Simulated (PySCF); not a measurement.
# Computed records: AlBH5NO, AlClH3N

Calculation on a computer-drawn molecule: optimised geometry and harmonic frequencies of an isolated molecule of the commonest isotopes, restricted reference for singlets and unrestricted otherwise, frozen core in MP2. Program: PySCF 2.14.0.

Common to all runs: charge 0; multiplicity 1; method HF; basis cc-pV(D+d)Z.

(1) AlBH5NO

Start structure:
```xyz
9
AlBH5NO
N      0.4145    -3.0560    -2.3219
Al     0.8063    -2.3259    -0.7063
B      2.3615    -0.8825    -0.6953
O      2.9464    -0.6538    -1.8529
H     -0.3535    -3.7773    -2.3149
H      0.6977    -3.0052    -3.3337
H     -0.0133    -2.9136     0.5010
H      2.8074    -0.2738     0.2057
H      2.6000    -1.0629    -2.6442
```

The calculation gives: rotational constants 12.16, 2.871, 2.349 GHz; total energy -398.8924 hartree; convergence status largest gradient component 3.159e-05 hartree/bohr.

Drawn bonds:
```tsv
atom	other atom	order
1	2	1
2	3	1
3	4	1
1	5	1
1	6	1
2	7	1
3	8	1
4	9	1
```

Optimised structure:
```xyz
9
AlBH5NO
N      0.2019    -3.1070    -2.2993
Al     0.8289    -2.4365    -0.7820
B      2.3131    -0.8377    -0.8050
O      3.1917    -0.5977    -1.8103
H     -0.4791    -3.8422    -2.3573
H      0.4206    -2.7931    -3.2266
H      0.2400    -3.0821     0.5427
H      2.4215    -0.0621     0.1159
H      3.1284    -1.1925    -2.5405
```

Modes:
```tsv
frequency (cm⁻¹)	reduced mass (dalton)
51.59	1.942
106.6	3.503
290.8	1.657
369.9	2.01
484.3	1.228
504.4	2.688
534	1.125
604.5	1.378
638.6	1.456
781.6	1.398
842	4.059
895	1.195
1080	1.107
1253	1.433
1359	4.56
1681	1.11
1961	1.043
2631	1.09
3771	1.052
3850	1.093
4175	1.067
```

(2) AlClH3N

Start structure:
```xyz
6
AlClH3N
N      0.4313     1.1118    -0.2903
Al     1.1106     0.6892     1.3858
Cl     2.6762     1.7570     2.1666
H      0.8175     1.8325    -0.8984
H     -0.3635     0.5986    -0.7076
H      0.4304    -0.3970     2.1351
```

Drawn bonds:
```tsv
atom	other atom	order
1	2	1
2	3	1
1	4	1
1	5	1
2	6	1
```

**Q.** AlClH3N (entry 2): total energy?
**A.** -757.7370 hartree

**Q.** Give the missing rotational constants for AlClH3N (entry 2).
**A.** 23.02, 3.616, 3.125 GHz

**Q.** Give the table of modes values for AlClH3N (entry 2).
**A.** 
Modes:
```tsv
frequency (cm⁻¹)	reduced mass (dalton)
195.8	3.935
379	1.102
461.7	1.306
505.1	9.52
541.8	1.138
618	1.112
778.7	1.297
875.4	6.137
1670	1.112
2058	1.043
3778	1.052
3863	1.094
```

Further results for AlClH3N (entry 2):

| Property | Result |
| --- | --- |
| convergence status largest gradient component | 3.834e-05 hartree/bohr |

Optimised structure:
```xyz
6
AlClH3N
N      0.4528     1.1004    -0.2609
Al     1.0456     0.6862     1.3344
Cl     2.6814     1.7933     2.0948
H      0.8244     1.8222    -0.8498
H     -0.3135     0.6456    -0.7214
H      0.4118    -0.4557     2.1940
```
